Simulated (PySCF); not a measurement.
PbBr₃, SMILES [Br][Pb-]([Br])[Br], charge -1.

Coordinates come from a PBE0-D3(BJ)/def2-SVPD optimisation. The isomer is the one that the SMILES or the coordinates give; other isomers of the formula were not compared. The def2 effective core potentials stand for the cores of Pb; spin–orbit coupling is left out.

Level of theory: CAM-B3LYP/def2-SVPD in PySCF.

Symmetry labels are those of the subgroup Cs that the program uses (full group C3v).

Computed valence orbital energies around the gap with their symmetry:
| orbital | symmetry | energy (eV) |
|---|---|---|
| HOMO−7 | A" | -6.40 |
| HOMO−6 | A' | -5.81 |
| HOMO−5 | A" | -5.37 |
| HOMO−4 | A' | -5.37 |
| HOMO−3 | A" | -5.08 |
| HOMO−2 | A' | -5.08 |
| HOMO−1 | A" | -5.02 |
| HOMO | A' | -4.44 |
| LUMO | A' | 2.68 |
| LUMO+1 | A' | 3.38 |
| LUMO+2 | A" | 3.38 |
| LUMO+3 | A' | 3.83 |
